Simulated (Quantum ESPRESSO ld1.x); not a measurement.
Values are calculated unless marked as measured or tabulated.
One sound ld1.x (Quantum ESPRESSO 7.5) input for neutral strontium gives E = -3176.12 hartree in 33 iterations:

```
 &input
    zed=38.0,
    iswitch=1,
    rel=2,
    dft='PW',
    config='[Kr] 5s2',
    verbosity='high',
    lsmall=.true.,
    prefix='ld1',
    max_out_wfc=37,
    file_charge='ld1.rho',
 /
```

Changed or added lines, one case at a time, and what came of them:

- config='[Kr] 5s2 5s2': refused. The program stops in el_config with "occupation wrong": a shell may stand twice only as spin up and down (lsd = 1) or as its two j (rel = 2, l > 0), within their capacities.
- zed=110.0: refused. The program stops in ld1_readin with "wrong nuclear charge zed: 110.00": zed must lie above 0 and at most 103.
- rel=1 lsd=1 dft='PBE': silently wrong. The run ends normally, but in this build (ld1.x 7.5) Etot and Exc of a spin-polarised run lack the gradient corrections of exchange and correlation and come out near their LSDA values (nitrogen, PBE: -54.132 hartree against -54.536 from two other codes). The eigenvalues and orbitals are those of the GGA; the energies must not be used.
- xmin=-20.0: refused. The program stops in do_mesh with "ndmx is too small": a lower xmin needs more points.
- dx=0.001: refused. The program stops in do_mesh with "ndmx is too small": the mesh holds 3500 points at most, so dx, xmin and rmax must fit that.
- iswitch=5: refused. The program stops in ld1_readin with "wrong iswitch": iswitch takes 1 to 4.
- config='[Kr] 5s2 1s1': refused. The program stops in el_config with "occupation wrong": the bracketed core already holds 1s.
